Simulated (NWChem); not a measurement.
System: CH₅O cation; SMILES C[OH2+]

Input file for NWChem:

```
start job
memory heap 200 mb stack 900 mb global 1100 mb
charge 1
geometry units angstroms noautosym nocenter noautoz
  C     -0.001327     0.799028     0.000000
  O     -0.030951    -0.686792     0.000000
  H     -0.544533     1.099928    -0.902007
  H     -0.544533     1.099928     0.902007
  H      1.041813     1.136781     0.000000
  H      0.324924    -1.117925    -0.802168
  H      0.324924    -1.117925     0.802168
end
basis spherical
  C library pcsseg-1
  O library pcsseg-1
  H library pcsseg-1
end
dft
  xc xpbe96 cpbe96
  iterations 150
end
property
  shielding 5 1 2 3 5 6
end
task dft property
```

Structure relaxed at the PBE0/def2-SVP level.

GIAO values for the isolated, static molecule; σ is the absolute isotropic shielding, δ = σ(reference) − σ with the isolated reference molecule computed at the same levels (13C: tetramethylsilane, 1H: tetramethylsilane, 17O: water).

Atoms are numbered as in the input.

Q: What results follow from this input? (PBE/pcSseg-1, GIAO.) Quantities: δ C1 (ppm); δ O2 (ppm); δ H3 (rotor mean) (ppm); δ H6 (ppm).

A: 
```json
{
  "δ C1 (ppm)": "76.1",
  "δ O2 (ppm)": "34.3",
  "δ H3 (rotor mean) (ppm)": "5.31",
  "δ H6 (ppm)": "5.26"
}
```
